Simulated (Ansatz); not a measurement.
All values below come from frozen-core CCSD(T)/cc-pVTZ // B3LYP-D3(BJ)/def2-TZVP run with Ansatz (a first-principles code).

Ansatz 0.2 input:
```yaml
crystal:
  periodic: [false, false, false]
  atoms:
    - { symbol: N, position_ang: [-0.513687, -0.049653, 0.007291] }
    - { symbol: C, position_ang: [0.777211, -0.393933, 0.062124] }
    - { symbol: O, position_ang: [1.755428, 0.278597, -0.041921] }
    - { symbol: H, position_ang: [-0.793592, 0.913235, -0.14314] }
    - { symbol: H, position_ang: [-1.225362, -0.748245, 0.115644] }
basis:
  gaussian: { orbitals: cc-pVTZ }
correlation:
  method: ccsd_t
magnetization:
  spin_polarized: true
  initial_magnetization: 1
```

Output:

```
Functional definition: HF
699 factors; integrals over basis functions are off by at most 1.1e-3 eV
mean field evaluation 1: about -4578.9905 eV, gradient 2.5e1 eV
mean field evaluation 2: about -4578.9941 eV, gradient 2.5e1 eV
mean field evaluation 4: about -4581.6438 eV, gradient 3.4e0 eV
mean field evaluation 8: about -4581.7343 eV, gradient 2.1e-1 eV
mean field evaluation 16: about -4581.7129 eV, gradient 1.4e0 eV
mean field -4581.73515495 eV, -168.3756613327 hartree, gradient 4.7e-6 eV, S^2 0.762223; 0 other end points of the search recorded, 0 dependent functions left out
3 core orbitals not correlated
reference -4581.73515495 eV, -168.3756613327 hartree; 9, 8 occupied and 106, 107 virtual orbitals, 699 factors
second order -15.60410535 eV of doubles, -0.00000000 eV of singles
cycle   1  -15.31533373 eV  change    2.9e-1 eV  update   1.0e-1
cycle   2  -15.74052971 eV  change   -4.3e-1 eV  update   3.4e-2
cycle   3  -15.85900474 eV  change   -1.2e-1 eV  update   2.0e-2
cycle   4  -15.84937707 eV  change    9.6e-3 eV  update   6.6e-3
cycle   5  -15.84601787 eV  change    3.4e-3 eV  update   3.4e-3
cycle   6  -15.84745941 eV  change   -1.4e-3 eV  update   1.4e-3
cycle   7  -15.84747079 eV  change   -1.1e-5 eV  update   6.8e-4
cycle   8  -15.84762984 eV  change   -1.6e-4 eV  update   2.4e-4
cycle   9  -15.84770812 eV  change   -7.8e-5 eV  update   1.0e-4
cycle  10  -15.84765442 eV  change    5.4e-5 eV  update   4.5e-5
cycle  11  -15.84767562 eV  change   -2.1e-5 eV  update   2.1e-5
cycle  12  -15.84768132 eV  change   -5.7e-6 eV  update   8.2e-6
perturbative correction -0.70316838 eV, -0.0258409614 hartree
Total energy: -4598.28600465 eV, -168.9838938409 hartree
```

Cost: very roughly 40 core-seconds.
